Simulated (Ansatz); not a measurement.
`[OH][Cd][SH]` + HBr → `[OH][Cd][Br]` + H₂S at 600 K and 1 bar (ligand exchange at a Cd–S bond).

Program: Ansatz. Geometries: PBE0-D4/def2-TZVP. ΔE: electronic, gas phase. CCSD(T)/CBS adds triple-zeta CCSD(T) − MP2 to the extrapolated MP2 energy (def2 sets, frozen cores). This one scheme is used for every species. def2 core potentials past Kr. For Br, Cd outer-core shells are correlated without core-valence functions, which leaves a few kJ/mol of doubt a bond. Scalar relativity is left out up to krypton. One conformer a species, not always the lowest.

```
       species  CCSD(T)/CBS energy (Eh)  H − E (kJ/mol)  S (J/(mol·K))
`[OH][Cd][SH]`               -641.89858            98.0          374.3
           HBr              -2573.91920            33.5          219.1
`[OH][Cd][Br]`              -2816.86459            70.6          358.0
           H₂S               -398.97279            60.8          230.9
```

H − E and S are ideal-gas, rigid-rotor, harmonic terms from PBE0-D4/def2-TZVP, for one conformer and one mirror image of each species. 1 Eh = 2625.50 kJ/mol, R = 8.31446 J/(mol·K).

Q: By hand: ΔE, ΔH, ΔS and ΔG.

A: ΔE = (-2816.86459) + (-398.97279) − (-641.89858) − (-2573.91920) = -0.01960 Eh = -51.5 kJ/mol. Δ(H − E) = 70.6 + 60.8 − 98.0 − 33.5 = -0.1, so ΔH = -51.6 kJ/mol. ΔS = 358.0 + 230.9 − 374.3 − 219.1 = -4.5 J/(mol·K). ΔG = -51.6 − 600 × (-4.5)/1000 = -48.9 kJ/mol.

Q: By hand: the equilibrium constant, and the temperature at which ΔG would vanish if ΔH and ΔS stayed fixed.

A: log₁₀ K = −ΔG/(RT ln 10) = 4.3. ΔG = 0 at ΔH/ΔS = 11467 K, far beyond where these terms or the molecules hold.

The number of gas molecules stays the same, so ΔS is small and ΔH decides. A doubt of 5 kJ/mol in ΔE shifts log₁₀ K by 0.4 here. Other conformers and mirror images would add mixing entropy, several J/(mol·K) or more a flexible species. These are equilibria of isolated gas molecules and say nothing of rates. Largest T1 diagnostic: 0.015 (customary marks: 0.02 for closed shells, 0.045 for open ones).
